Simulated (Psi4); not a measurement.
C₄H₇O (SMILES C[CH]C(C)=O), doublet, geometry from GFN2-xTB; BLYP/6-311G** (Psi4).

Here is a job for Psi4.
```
memory 2 GB

molecule mol {
0 2
  C    -1.986062    0.387775   -0.023194
  C    -0.634091    0.437692    0.549851
  C     0.482605   -0.158377   -0.108251
  C     1.813710   -0.026073    0.603584
  O     0.379543   -0.744348   -1.185477
  H    -1.965938   -0.149025   -0.968987
  H    -2.376176    1.396902   -0.180061
  H    -2.678988   -0.103456    0.665049
  H    -0.483966    0.939252    1.494083
  H     1.757442   -0.488773    1.586874
  H     2.591333   -0.511304    0.020763
  H     2.062978    1.025085    0.734160
}

set basis 6-311g**
set reference uks
set guess sadno

energy('blyp')
print_variables()
```

What does Psi4 print? Leave out banner, timings and long lists.


```
   => Loading Basis Set <=

    Name: 6-311G**
    Role: ORBITAL
    Keyword: BASIS

         ---------------------------------------------------------
                                   SCF
               by Justin Turney, Rob Parrish, Andy Simmonett
                          and Daniel G. A. Smith
                              UKS Reference
         ---------------------------------------------------------

  ==> Geometry <==

    Molecular point group: c1
    Full point group: C1

    Geometry (in Angstrom), charge = 0, multiplicity = 2:

       Center              X                  Y                   Z               Mass
    ------------   -----------------  -----------------  -----------------  -----------------
         C           -2.001302483902     0.417168473990     0.023528425233    12.000000000000
         C           -0.649331483902     0.467085473990     0.596573425233    12.000000000000
         C            0.467364516098    -0.128983526010    -0.061528574767    12.000000000000
         C            1.798469516098     0.003320473990     0.650306425233    12.000000000000
         O            0.364302516098    -0.714954526010    -1.138754574767    15.994914619570
         H           -1.981178483902    -0.119631526010    -0.922264574767     1.007825032230
         H           -2.391416483902     1.426295473990    -0.133338574767     1.007825032230
         H           -2.694228483902    -0.074062526010     0.711771425233     1.007825032230
         H           -0.499206483902     0.968645473990     1.540805425233     1.007825032230
         H            1.742201516098    -0.459379526010     1.633596425233     1.007825032230
         H            2.576092516098    -0.481910526010     0.067485425233     1.007825032230
         H            2.047737516098     1.054478473990     0.780882425233     1.007825032230

  Running in c1 symmetry.

  Rotational constants: A =      0.33278  B =      0.12461  C =      0.09380 [cm^-1]
  Rotational constants: A =   9976.56923  B =   3735.71240  C =   2811.99996 [MHz]
  Nuclear repulsion =  167.894593171843411

  Charge       = 0
  Multiplicity = 2
  Electrons    = 39
  Nalpha       = 20
  Nbeta        = 19

  ==> Algorithm <==

  SCF Algorithm Type is DF.
  DIIS enabled.
  MOM disabled.
  Fractional occupation disabled.
  Guess Type is SADNO.
  Energy threshold   = 1.00e-06
  Density threshold  = 1.00e-06
  Integral threshold = 1.00e-12

  ==> Primary Basis <==

  Basis Set: 6-311G**
    Blend: 6-311G**
    Number of shells: 68
    Number of basis functions: 132
    Number of Cartesian functions: 137
    Spherical Harmonics?: true
    Max angular momentum: 2

  ==> DFT Potential <==

   => LibXC <=

    Version 7.1.2
    S. Lehtola, C. Steigemann, M. J. T. Oliveira, and M. A. L. Marques,  SoftwareX 7, 1–5 (2018) (10.1016/j.softx.2017.11.002)

   => Composite Functional: BLYP <=

    BLYP GGA Exchange-Correlation Functional

    P.J. Stephens et. al., J. Phys. Chem., 98, 11623-11627, 1994
    B. Miehlich et. al., Chem. Phys. Lett., 157(3), 200-206 1989

    Deriv               =              1
    GGA                 =           TRUE
    Meta                =          FALSE

    Exchange Hybrid     =          FALSE
    MP2 Hybrid          =          FALSE

   => Exchange Functionals <=

    1.0000     XC_GGA_X_B88

   => Correlation Functionals <=

    1.0000     XC_GGA_C_LYP

   => LibXC Density Thresholds  <==

    XC_GGA_C_LYP:  1.00E-14
    XC_GGA_X_B88:  1.00E-15

   => Molecular Quadrature <=

    Radial Scheme          =       TREUTLER
    Pruning Scheme         =           NONE
    Nuclear Scheme         =       TREUTLER

    Blocking Scheme        =         OCTREE
    BS radius alpha        =              1
    Pruning alpha          =              1
    Radial Points          =             75
    Spherical Points       =            302
    Total Points           =         256627
    Total Blocks           =           1980
    Max Points             =            256
[...]
    Total     132     132      20      19      19       1
   -------------------------------------------------------

  ==> Iterations <==

                           Total Energy        Delta E     RMS |[F,P]|

   @DF-UKS iter   1:  -229.92484287440431   -2.29925e+02   1.53763e-02 DIIS/ADIIS
   @DF-UKS iter   2:  -223.11831375206313    6.80653e+00   2.84834e-02 DIIS/ADIIS
   @DF-UKS iter   3:  -231.15070018316320   -8.03239e+00   9.59407e-03 DIIS/ADIIS
   @DF-UKS iter   4:  -231.16891585315082   -1.82157e-02   8.29448e-03 DIIS/ADIIS
   @DF-UKS iter   5:  -231.66886256743348   -4.99947e-01   3.31488e-03 DIIS/ADIIS
   @DF-UKS iter   6:  -231.76885547550199   -9.99929e-02   1.46698e-03 DIIS/ADIIS
   @DF-UKS iter   7:  -231.78428729396674   -1.54318e-02   4.04288e-04 DIIS/ADIIS
   @DF-UKS iter   8:  -231.78555532360275   -1.26803e-03   1.34160e-04 DIIS/ADIIS
   @DF-UKS iter   9:  -231.78566578738395   -1.10464e-04   7.23191e-05 DIIS
   @DF-UKS iter  10:  -231.78571734491783   -5.15575e-05   1.06442e-05 DIIS
   @DF-UKS iter  11:  -231.78571875878561   -1.41387e-06   4.54378e-06 DIIS
   @DF-UKS iter  12:  -231.78571892018908   -1.61403e-07   1.97590e-06 DIIS
   @DF-UKS iter  13:  -231.78571895304418   -3.28551e-08   7.74813e-07 DIIS
  Energy and wave function converged.

  ==> Post-Iterations <==

   Electrons on quadrature grid:
      Nalpha   =   20.0000031446 ; deviation = 3.145e-06
      Nbeta    =   19.0000011147 ; deviation = 1.115e-06
      Ntotal   =   39.0000042593 ; deviation = 4.259e-06

   @Spin Contamination Metric:   5.315212999E-03
   @S^2 Expected:                7.500000000E-01
   @S^2 Observed:                7.553152130E-01
   @S   Expected:                5.000000000E-01
   @S   Observed:                5.000000000E-01

    Orbital Energies [Eh]
    ---------------------

    Alpha Occupied:

[...]
    Alpha Virtual:

[...]
     132A     49.525711

    Beta Occupied:

[...]
      19A     -0.194411

    Beta Virtual:

[...]
    Final Occupation by Irrep:
              A
    DOCC [    19 ]
    SOCC [     1 ]
    NA   [    20 ]
    NB   [    19 ]

  @DF-UKS Final Energy:  -231.78571895304418

   => Energetics <=

    Nuclear Repulsion Energy =            167.8945931718434110
    One-Electron Energy =                -645.7430899813414271
    Two-Electron Energy =                 278.9313032780909225
    DFT Exchange-Correlation Energy =     -32.8685254216371305
    Empirical Dispersion Energy =           0.0000000000000000
    VV10 Nonlocal Energy =                  0.0000000000000000
    Total Energy =                       -231.7857189530441815

  UHF NO Occupations:
  HONO-2 :   18  A 1.9994526
  HONO-1 :   19  A 1.9982321
  HONO-0 :   20  A 1.0000000
  LUNO+0 :   21  A 0.0017679
  LUNO+1 :   22  A 0.0005474
  LUNO+2 :   23  A 0.0001155
  LUNO+3 :   24  A 0.0000742

Computation Completed

Properties will be evaluated at   0.000000,   0.000000,   0.000000 [a0]

Properties computed using the SCF density matrix

 Multipole Moments:

 ------------------------------------------------------------------------------------
     Multipole            Electronic (a.u.)      Nuclear  (a.u.)        Total (a.u.)
 ------------------------------------------------------------------------------------

 L = 1.  Multiply by 2.5417464519 to convert [e a0] to [Debye]
 Dipole X            :          0.8730865           -1.1232114           -0.2501249
 Dipole Y            :         -1.5835772            2.1662771            0.5826999
 Dipole Z            :         -2.4985517            3.4434204            0.9448686
 Magnitude           :                                                    1.1379272

 ------------------------------------------------------------------------------------

  Variable Map:
  ----------------------------------------------------------------------------
[...]
  Array Variable Map:
  ----------------------------------------------------------------------------
[...]
[...]
```
